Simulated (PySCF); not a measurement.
Simulated outer-valence photoelectron spectrum of `F[C@@H]1C[Si@H]1Br`. The calculation used EOM-IP-CCSD/aug-cc-pVDZ in PySCF, restricted Hartree–Fock reference, frozen core, non-relativistic, gas phase, PBE0-D3(BJ)/def2-SVP geometry.

Each root has a Gaussian of 0.8 eV full width with its one-hole share as area; cross sections and vibrations are left out, and the highest printed point is 100.

```tsv
ionisation energy (eV)	intensity
8.2	1
8.4	3
8.6	9
8.8	23
9.0	41
9.2	51
9.4	45
9.6	30
9.8	18
10.0	21
10.2	35
10.4	49
10.6	50
10.8	40
11.0	37
11.2	53
11.4	82
11.6	100
11.8	88
12.0	56
12.2	28
12.4	17
12.6	25
12.8	45
13.0	64
13.2	74
13.4	75
13.6	66
13.8	54
14.0	48
14.2	51
14.4	53
14.6	45
14.8	32
15.0	29
15.2	39
15.4	49
15.6	47
15.8	32
16.0	15
16.2	5
16.4	1
16.6	0
```

Task: Where are the maxima, and how many lines lie under the curve?

Result: 6 maxima, at 9.2, 10.5, 11.6, 13.3, 14.4 and 15.5 eV, from 8 lines. At this width some lines have no maximum of their own.

Task: List the lines with their holes.

Result: 
| E (eV) | leading hole (HF orbital) | area | Koopmans (eV) |
| --- | --- | --- | --- |
| 9.23 | HOMO | 0.96 | 9.92 |
| 10.50 | HOMO-1 | 0.95 | 11.40 |
| 11.56 | HOMO-2 | 0.95 | 12.39 |
| 11.69 | HOMO-3 | 0.95 | 12.49 |
| 13.03 | HOMO-4 | 0.95 | 13.85 |
| 13.55 | HOMO-5 | 0.94 | 15.07 |
| 14.40 | HOMO-6 | 0.94 | 15.90 |
| 15.48 | HOMO-7 | 0.93 | 17.60 |

The widest gap, 1.34 eV, lies between 11.69 and 13.03 eV. Only orbitals with −ε under 21 eV, eight at most, were ionised, so the high end of the curve may lack lines.

Time: 4.1 min wall. Hardware: one thread, x86-64 server, no GPU, shared host.
